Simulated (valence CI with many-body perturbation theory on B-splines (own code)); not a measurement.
**Nd⁵³⁺: electric-dipole lines**

Method: relativistic CI+MBPT: five valence electrons over a frozen Dirac-Fock core [He], a basis of 9 s, 9 p, 8 d, 6 f, 3 g, 1 h functions for each j, with the one-electron correlation potential Σ1 (screened to all orders), the two-electron term Σ2, the three-electron term Σ3, Breit, model QED; selected single and double excitations, second order for the rest (own B-spline code, finite nucleus).

No measured spectrum was set against this ion. As an estimate, large intervals hold to a few tenths of a per cent, small ones and those within an open d or f shell to about a per cent. Among the levels kept, up to 1200 cm⁻¹ of a level comes from second order outside the variational space, and about a tenth of that is noise between levels of different J, which matters for small intervals.

Lines 51 to 100 of 254 in falling wavelength, among levels below 6862.0 eV, chosen from the strongest by gf and those to the six lowest levels. Wavelengths and rates use the calculated energies. Electric multipoles are in the length gauge, E1 and E2 with the static RPA response of the core. Weak lines are less certain than strong ones. Lines between different terms over intervals too small for the method are left out, as are lines whose strength nearly cancels. The highest levels of a list are the least certain.

Levels are named by their leading jj configuration (3d3/2^4 stands for four electrons in 3d with j = 3/2), which in mixed levels can hold well under half, so a name can repeat and another be missing. Letters in brackets count levels of one name in rising energy.

| λ vac (Å) | Upper | Lower | A (s⁻¹) | S (a.u.) |
| --- | --- | --- | --- | --- |
| 51.47 | (2s^2 2p1/2 2p3/2 3d3/2) J=7/2 | (2s^2 2p1/2 2p3/2 3p1/2) J=5/2 | 1.51e+11 | 8.11e-02 |
| 51.34 | (2s 2p1/2^2 2p3/2 3d3/2) J=7/2 | (2s 2p1/2^2 2p3/2 3p1/2) J=5/2 | 1.18e+11 | 6.32e-02 |
| 51.23 | (2s 2p1/2^2 2p3/2 3p3/2) J=3/2 [b] | (2s 2p1/2^2 2p3/2 3s) J=3/2 [b] | 1.15e+11 | 3.05e-02 |
| 51.18 | (2s 2p1/2^2 2p3/2 3d3/2) J=1/2 | (2s 2p1/2^2 2p3/2 3p1/2) J=3/2 [a] | 1.59e+11 | 2.11e-02 |
| 50.96 | (2s^2 2p1/2 2p3/2 3d3/2) J=3/2 [a] | (2s^2 2p1/2 2p3/2 3p1/2) J=1/2 | 9.65e+10 | 2.52e-02 |
| 50.93 | (2s 2p1/2^2 2p3/2 3p3/2) J=1/2 [b] | (2s 2p1/2^2 2p3/2 3s) J=1/2 | 2.03e+11 | 2.65e-02 |
| 50.69 | (2s 2p1/2^2 2p3/2 3p3/2) J=5/2 [a] | (2s 2p1/2^2 2p3/2 3s) J=3/2 [a] | 6.07e+10 | 2.34e-02 |
| 50.59 | (2s^2 2p1/2 2p3/2 3p3/2) J=5/2 [a] | (2s^2 2p1/2 2p3/2 3s) J=3/2 [a] | 2.36e+11 | 9.07e-02 |
| 50.49 | (2s^2 2p1/2^2 3p3/2) J=3/2 | (2s^2 2p1/2^2 3s) J=1/2 | 2.49e+11 | 6.32e-02 |
| 50.45 | (2s^2 2p1/2 2p3/2 3p3/2) J=3/2 [b] | (2s^2 2p1/2 2p3/2 3s) J=3/2 [b] | 9.75e+10 | 2.47e-02 |
| 50.25 | (2s^2 2p1/2 2p3/2 3p3/2) J=3/2 [a] | (2s^2 2p1/2 2p3/2 3s) J=3/2 [a] | 5.26e+10 | 1.32e-02 |
| 50.14 | (2s^2 2p1/2 2p3/2 3d3/2) J=1/2 [a] | (2s^2 2p1/2 2p3/2 3p1/2) J=1/2 | 1.43e+11 | 1.78e-02 |
| 50.00 | (2s 2p1/2^2 2p3/2 3p3/2) J=7/2 | (2s 2p1/2^2 2p3/2 3s) J=5/2 | 1.25e+11 | 6.15e-02 |
| 49.90 | (2s 2p1/2^2 2p3/2 3p3/2) J=1/2 [a] | (2s 2p1/2^2 2p3/2 3s) J=3/2 [a] | 1.92e+11 | 2.35e-02 |
| 49.13 | (2s^2 2p3/2^3) J=3/2 | (2s 2p1/2^2 2p3/2^2) J=1/2 | 2.33e+08 | 5.45e-05 |
| 49.03 | (2s 2p1/2^2 2p3/2^2) J=5/2 | (2s^2 2p1/2 2p3/2^2) J=3/2 | 2.07e+10 | 7.24e-03 |
| 49.00 | (2s^2 2p1/2 2p3/2 3p3/2) J=5/2 [b] | (2s^2 2p1/2 2p3/2 3s) J=3/2 [b] | 1.38e+11 | 4.81e-02 |
| 48.97 | (2s 2p1/2^2 2p3/2 3p1/2) J=1/2 | (2s^2 2p1/2 2p3/2 3p1/2) J=3/2 [b] | 8.60e+10 | 9.97e-03 |
| 48.95 | (2s 2p1/2^2 2p3/2 3p1/2) J=3/2 [b] | (2s^2 2p1/2 2p3/2 3p1/2) J=3/2 [b] | 3.74e+10 | 8.66e-03 |
| 48.75 | (2s^2 2p1/2 2p3/2 3d3/2) J=5/2 [b] | (2s^2 2p1/2 2p3/2 3p1/2) J=5/2 | 6.96e+10 | 2.39e-02 |
| 48.52 | (2s 2p1/2^2 2p3/2 3p3/2) J=3/2 [a] | (2s 2p1/2^2 2p3/2 3s) J=5/2 | 4.27e+10 | 9.63e-03 |
| 48.03 | (2s^2 2p1/2 2p3/2 3p3/2) J=5/2 [b] | (2s^2 2p1/2 2p3/2 3s) J=5/2 | 1.52e+11 | 5.00e-02 |
| 47.53 | (2s^2 2p1/2 2p3/2 3p3/2) J=3/2 [b] | (2s^2 2p1/2 2p3/2 3s) J=1/2 | 7.48e+10 | 1.59e-02 |
| 46.88 | (2s 2p1/2^2 2p3/2 3p3/2) J=3/2 [b] | (2s^2 2p1/2 2p3/2 3p3/2) J=1/2 [b] | 6.18e+10 | 1.26e-02 |
| 46.10 | (2s^2 2p1/2 2p3/2 3p3/2) J=3/2 [b] | (2s^2 2p1/2 2p3/2 3s) J=3/2 [a] | 4.31e+10 | 8.33e-03 |
| 46.02 | (2s 2p1/2^2 2p3/2 3p3/2) J=5/2 [a] | (2s 2p1/2^2 2p3/2 3s) J=5/2 | 1.34e+11 | 3.88e-02 |
| 45.27 | (2s 2p1/2^2 2p3/2^2) J=1/2 | (2s^2 2p1/2 2p3/2^2) J=1/2 | 4.36e+10 | 3.99e-03 |
| 45.26 | (2s^2 2p1/2 2p3/2 3p3/2) J=1/2 [b] | (2s^2 2p1/2 2p3/2 3s) J=1/2 | 1.07e+11 | 9.81e-03 |
| 44.85 | (2s 2p1/2^2 2p3/2 3d3/2) J=5/2 [b] | (2s^2 2p1/2 2p3/2 3d3/2) J=7/2 | 2.80e+10 | 7.49e-03 |
| 44.30 | (2s 2p1/2^2 2p3/2 3p3/2) J=5/2 [b] | (2s^2 2p1/2 2p3/2 3p3/2) J=7/2 | 2.76e+10 | 7.12e-03 |
| 43.92 | (2s 2p1/2^2 2p3/2 3p1/2) J=3/2 [b] | (2s^2 2p1/2 2p3/2 3p1/2) J=5/2 | 4.90e+10 | 8.19e-03 |
| 43.70 | (2s 2p1/2^2 2p3/2 3s) J=1/2 | (2s^2 2p1/2 2p3/2 3s) J=3/2 [b] | 2.66e+11 | 2.19e-02 |
| 43.30 | (2s 2p1/2^2 2p3/2 3s) J=3/2 [b] | (2s^2 2p1/2 2p3/2 3s) J=5/2 | 5.06e+10 | 8.11e-03 |
| 39.68 | (2s 2p1/2^2 2p3/2^2) J=3/2 | (2s^2 2p1/2 2p3/2^2) J=5/2 | 4.78e+10 | 5.90e-03 |
| 37.36 | (2s^2 2p3/2^3) J=3/2 | (2s 2p1/2^2 2p3/2^2) J=5/2 | 5.60e+08 | 5.77e-05 |
| 37.30 | (2s 2p1/2^2 2p3/2^2) J=1/2 | (2s^2 2p1/2 2p3/2^2) J=3/2 | 3.27e+08 | 1.67e-05 |
| 37.13 | (2s 2p1/2^2 2p3/2^2) J=3/2 | (2s^2 2p1/2 2p3/2^2) J=3/2 | 1.71e+10 | 1.73e-03 |
| 37.10 | (2p1/2^2 2p3/2^3) J=3/2 | (2s 2p1/2 2p3/2^3) J=5/2 | 1.16e+11 | 1.17e-02 |
| 16.73 | (2s 2p1/2 2p3/2^3) J=3/2 [a] | (2s^2 2p1/2 2p3/2^2) J=1/2 | 1.25e+10 | 1.15e-04 |
| 15.94 | (2s 2p1/2^2 2p3/2^2) J=5/2 | (2s^2 2p1/2^2 2p3/2) J=3/2 | 4.32e+11 | 5.18e-03 |
| 15.93 | (2s 2p1/2 2p3/2^3) J=3/2 [a] | (2s^2 2p1/2 2p3/2^2) J=5/2 | 5.28e+10 | 4.22e-04 |
| 15.51 | (2s 2p1/2 2p3/2^3) J=3/2 [a] | (2s^2 2p1/2 2p3/2^2) J=3/2 | 1.47e+12 | 1.08e-02 |
| 15.30 | (2s 2p1/2^2 2p3/2 3d5/2) J=3/2 | (2s^2 2p1/2^2 3d3/2) J=3/2 | 8.04e+11 | 5.69e-03 |
| 15.23 | (2s 2p1/2 2p3/2^3) J=5/2 | (2s^2 2p1/2 2p3/2^2) J=5/2 | 1.46e+12 | 1.53e-02 |
| 15.21 | (2s^2 2p1/2 2p3/2 3p3/2) J=1/2 [b] | (2s^2 2p1/2^2 3s) J=1/2 | 7.51e+11 | 2.61e-03 |
| 15.10 | (2s 2p1/2 2p3/2^3) J=1/2 | (2s^2 2p1/2 2p3/2^2) J=1/2 | 1.06e+12 | 3.59e-03 |
| 15.09 | (2s 2p1/2^2 2p3/2 3p3/2) J=5/2 [b] | (2s^2 2p1/2^2 3p3/2) J=3/2 | 1.79e+12 | 1.82e-02 |
| 14.98 | (2p1/2 2p3/2^4) J=1/2 | (2s 2p1/2 2p3/2^3) J=3/2 [b] | 4.17e+12 | 1.38e-02 |
| 14.98 | (2s 2p1/2^2 2p3/2 3d3/2) J=5/2 [b] | (2s^2 2p1/2^2 3d3/2) J=3/2 | 1.61e+12 | 1.60e-02 |
| 14.94 | (2s^2 2p1/2 2p3/2 3d5/2) J=3/2 [a] | (2s^2 2p1/2^2 3p1/2) J=1/2 | 6.16e+11 | 4.06e-03 |
